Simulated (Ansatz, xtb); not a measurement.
**Two isomers of C3HBr2NO**

Structure I: `Brc1ncoc1Br`, a singlet. Structure II: `Brc1coc(Br)n1`, a singlet. Both are isolated molecules in the gas phase, relaxed with B3LYP-D3(BJ)/def2-SVP.

Quicker runs give these differences E(II) − E(I): GFN2-xTB −1.83 kcal/mol; HF/STO-3G −1.03 kcal/mol (at GFN2-xTB geometries); r2SCAN-D4/def2-SVP −0.04 kcal/mol (at GFN2-xTB geometries).

Estimate E(II) − E(I) at the level CCSD(T)/def2-SVP + ΔMP2/def2-TZVPP.

CCSD(T)/def2-SVP + ΔMP2/def2-TZVPP gives E(II) − E(I) = +0.25 kcal/mol, slightly favouring structure I, which is too small a margin to settle the true order.

How the difference moves with the method:

| level | geometry | E(II) − E(I) (kcal/mol) | departure from the last row (kcal/mol) | job, with rough time for the two |
| --- | --- | --- | --- | --- |
| GFN2-xTB | GFN2-xTB | −1.83 | −2.09 | optimisation, 0.24 s |
| HF/STO-3G | GFN2-xTB | −1.03 | −1.28 | single point, 1.7 s |
| r2SCAN-D4/def2-SVP | GFN2-xTB | −0.04 | −0.29 | single point, 13 s |
| B3LYP-D3(BJ)/def2-SVP | B3LYP-D3(BJ)/def2-SVP | +0.23 | −0.02 | optimisation, 91 s |
| HF/def2-SVP | B3LYP-D3(BJ)/def2-SVP | −0.40 | −0.66 | part of the CCSD(T) run |
| MP2/def2-SVP | B3LYP-D3(BJ)/def2-SVP | +0.64 | +0.38 | part of the CCSD(T) run |
| CCSD(T)/def2-SVP | B3LYP-D3(BJ)/def2-SVP | +0.31 | +0.06 | single point |
| CCSD(T)/def2-SVP + ΔMP2/def2-TZVPP | B3LYP-D3(BJ)/def2-SVP | +0.25 |  | single point, 4.6 min |

As drawn, both hold the same kinds of bond in the same numbers.

The largest departure from CCSD(T)/def2-SVP + ΔMP2/def2-TZVPP is that of GFN2-xTB, 2.09 kcal/mol. The last row adds to CCSD(T) the change of the MP2 difference between the two basis sets, here −0.06 kcal/mol.

With thermal terms from frequencies at re-optimised GFN2-xTB minima (ideal gas, soft modes damped towards free rotors, one conformer each, 298.15 K, 1 atm): on the last row, ΔE + ΔZPE = +0.19, ΔH = +0.18, ΔG = +0.28 kcal/mol.

The correlated steps freeze 23 core orbitals; the filled d shell of Br is correlated, in a basis made for valence electrons. Run with Ansatz 0.2.0, xtb 6.7.1; the last row on 2 threads of Arm Neoverse N1 on a shared host.
